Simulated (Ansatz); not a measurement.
Molecule: sum formula Si3H5F2, net charge 0, doublet state. It need not be the lowest isomer of its formula. 
Coordinates optimised at B3LYP-D3(BJ)/def2-TZVP (Ansatz, a quantum-chemistry and plane-wave program):
```xyz
10

F     -0.0130     1.2883    -1.3551
Si     0.0711     0.3914    -0.0261
F      0.2872     1.4042     1.2009
Si     1.9683    -0.9611    -0.1876
Si    -1.9934    -0.6999     0.2659
H      2.2087    -1.7570     1.0432
H      1.9259    -1.8661    -1.3646
H     -3.1080     0.2734     0.3527
H     -2.2106    -1.6088    -0.8842
H     -1.9292    -1.5003     1.5113
```
Charge 0, spin multiplicity 2.

Basis-set convergence of Hartree-Fock and MP2 correlation energies (hartree) with Ansatz. Cores are frozen in the correlated levels unless marked. Open shells are spin-unrestricted. Spin-orbit coupling is left out. Non-relativistic.

| basis | functions | E(HF) | E(corr, MP2) |
|---|---|---|---|
| cc-pV(D+d)Z | 122 | -1068.68535 | -0.64715 |
| cc-pV(T+d)Z | 247 | -1068.80509 | -0.84342 |
| cc-pV(Q+d)Z | 452 | -1068.83500 | -0.91773 |

Extrapolating the two largest sets (X = 3 and 4) as X^-3: E(corr) = (64·(-0.91773) - 27·(-0.84342))/37 = -0.9720 Eh, an estimate of the basis-set limit. The largest set recovers 94.4 % of it, the smallest 66.6 %.
